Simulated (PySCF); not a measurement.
Al(OH)(PH2)2 (AlH5OP2), SMILES [OH][Al]([PH2])[PH2].

Geometry: PBE-D3(BJ)/def2-SVP. The structure was generated by enumeration; whether it is a known compound was not checked. One conformer was computed; it need not be the lowest.

Computed with PBE-D3(BJ)/def2-SVP (PySCF).

Frequencies are harmonic and unscaled.

Computed harmonic wavenumbers and intensities:
```
mode  ν (cm⁻¹)  IR (km/mol)  moving atoms (share of kinetic energy)
----  --------  -----------  --------------------------------------
1           57          3.1                                  H 93 %
2           80          7.6                          H 59 %, P 30 %
3          108          0.2          H 46 %, P 32 %, Al 14 %, O 8 %
4          163         13.7          Al 62 %, O 16 %, H 14 %, P 8 %
5          170         10.3                  O 54 %, P 26 %, H 15 %
6          316          1.7          P 67 %, Al 13 %, O 12 %, H 9 %
7          337        110.1                           H 90 %, O 9 %
8          447         39.0                 Al 44 %, H 42 %, P 14 %
9          478         15.2                  H 70 %, P 21 %, Al 9 %
10         525         91.0                                  H 90 %
11         547         15.2                           H 82 %, P 9 %
12         607        120.5                 H 71 %, Al 13 %, O 12 %
13         616         15.2                                  H 90 %
14         838         69.6                 O 48 %, Al 42 %, H 10 %
15        1040         10.3                                  H 97 %
16        1048         20.0                                  H 97 %
17        2303         23.8                                  H 97 %
18        2308         32.5                                  H 97 %
19        2323         36.7                                  H 97 %
20        2328         47.4                                  H 97 %
21        3811         75.8                                  H 94 %
```
